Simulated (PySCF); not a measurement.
Run record for `C=C(C#N)O[SiH2]Br`: BP86/def2-SVPD, IEF-PCM chloroform, level shift 0.3 Eh, full TDDFT, 12 singlets.

Method: TDDFT BP86/def2-SVPD, vertical, IEF-PCM chloroform (non-equilibrium linear response), core orbitals frozen in the response (PySCF 2.14.0, density-fitted response routines). Geometry: GFN2-xTB. The input is one job of a driver script: a line of settings, then coordinates in Å.

Command:
```bash
OMP_NUM_THREADS=1 python probes_run.py task.json out
```

Input:
```
{"job": {"kind": "uv", "xc": "BP86", "basis": "def2-SVPD", "solvent": "chloroform", "nstates": 12, "ntriplets": 5, "tda": false, "scf": {"level_shift": 0.3}}, "charge": 0, "multiplicity": 1}
C     -1.713376     1.251441     0.389514
C     -0.800588     0.284161     0.474140
C     -1.110823    -0.977828     1.048551
N     -1.316435    -2.009241     1.503217
O      0.460185     0.454525     0.020265
Si     1.744188    -0.541076     0.001785
Br     3.204081     0.781678    -0.951931
H     -1.465061     2.202492    -0.046973
H     -2.711583     1.099628     0.755696
H      2.197680    -0.853135     1.344470
H      1.517157    -1.689974    -0.855114
```

Problem. What does the run print?

Solution. 
```
final grid: 102312 points
cycle   1  E = -3109.9311951369  dE = -4.065e-02  |g| = 8.649e-01  |ddm| = 5.552e+00
cycle   2  E = -3109.8720718589  dE =  5.912e-02  |g| = 1.119e+00  |ddm| = 2.473e+00
cycle   3  E = -3110.0789731024  dE = -2.069e-01  |g| = 3.355e-01  |ddm| = 8.912e-01
cycle   4  E = -3110.1022858887  dE = -2.331e-02  |g| = 1.012e-01  |ddm| = 4.259e-01
cycle   5  E = -3110.1046149008  dE = -2.329e-03  |g| = 2.122e-02  |ddm| = 1.555e-01
cycle   6  E = -3110.1047583517  dE = -1.435e-04  |g| = 6.327e-03  |ddm| = 4.406e-02
cycle   7  E = -3110.1047733836  dE = -1.503e-05  |g| = 2.184e-03  |ddm| = 1.541e-02
cycle   8  E = -3110.1047752951  dE = -1.911e-06  |g| = 1.111e-03  |ddm| = 6.235e-03
cycle   9  E = -3110.1047757239  dE = -4.288e-07  |g| = 3.721e-04  |ddm| = 2.670e-03
cycle  10  E = -3110.1047757779  dE = -5.401e-08  |g| = 1.887e-04  |ddm| = 1.123e-03
cycle  11  E = -3110.1047757967  dE = -1.875e-08  |g| = 9.786e-05  |ddm| = 5.345e-04
cycle  12  E = -3110.1047758016  dE = -4.951e-09  |g| = 5.101e-05  |ddm| = 2.554e-04
cycle  13  E = -3110.1047758030  dE = -1.422e-09  |g| = 2.440e-05  |ddm| = 1.209e-04
cycle  14  E = -3110.1047758034  dE = -3.420e-10  |g| = 1.275e-05  |ddm| = 6.130e-05
level shift removed, Fock matrix diagonalised once more
converged SCF energy = -3110.1047758034

Static polarisability (au): isotropic 116.289, principal 83.120 129.149 136.599

Singlet excitations
state   eV       nm        f      main configurations
  1   4.8727    254.4   0.00931   H-1->L 0.92
  2   5.0862    243.8   0.00002   H-2->L 1.00
  3   5.2248    237.3   0.00006   H->L+1 0.99
  4   5.3096    233.5   0.28482   H->L 0.83
  5   5.7101    217.1   0.00019   H->L+2 1.00
  6   5.9616    208.0   0.00099   H-1->L+1 0.99
  7   6.2205    199.3   0.00006   H-3->L 0.99
  8   6.2294    199.0   0.03950   H-2->L+1 0.97
  9   6.3763    194.4   0.00517   H->L+3 1.00
 10   6.5373    189.7   0.01935   H-1->L+2 0.98
 11   6.7045    184.9   0.00075   H-5->L 0.95
 12   6.7157    184.6   0.10465   H-4->L 0.81

Triplet excitations (Tamm-Dancoff, eV): 3.4158 4.8771 5.0611 5.0873 5.6183
```

H and L stand for HOMO and LUMO; the number after each pair is its weight.

Problem. Give S1 in cm⁻¹ and kJ/mol.

Solution. 4.8727 eV × 8065.54 = 39301 cm⁻¹; × 96.485 = 470.1 kJ/mol.

Problem. Which computed singlet has the largest oscillator strength, and what do all of them sum to?

Solution. State 4 at 5.31 eV (234 nm), f = 0.285; the 12 states sum to 0.465.

In short: SCF converged in 14 cycles with 200 basis and 890 fitting functions; HOMO -6.72 eV, LUMO -2.59 eV; lowest singlet 4.87 eV; lowest triplet 3.42 eV (Tamm–Dancoff); mean polarisability 116.3 au.

One conformer (not necessarily the lowest) at the GFN2-xTB geometry, without vibrations or thermal averaging. The BP86/def2-SVPD calculation is non-relativistic and has no spin–orbit coupling, an omission that weighs most on bromine.

Problem. How long does this job take on one thread of an Arm Neoverse V1, no GPU (shared host)? And the peak memory of the process?

Solution. About 31 s, with 0.85 GiB resident at the peak, the Python interpreter and its libraries included.

Shape of the structure used: `[CH2:1]=[C:2]([C:3]#[N:4])[O:5][SiH2:6][Br:7]`: C1–C2–O5–Si6 180°, C2–O5–Si6–Br7 180°.
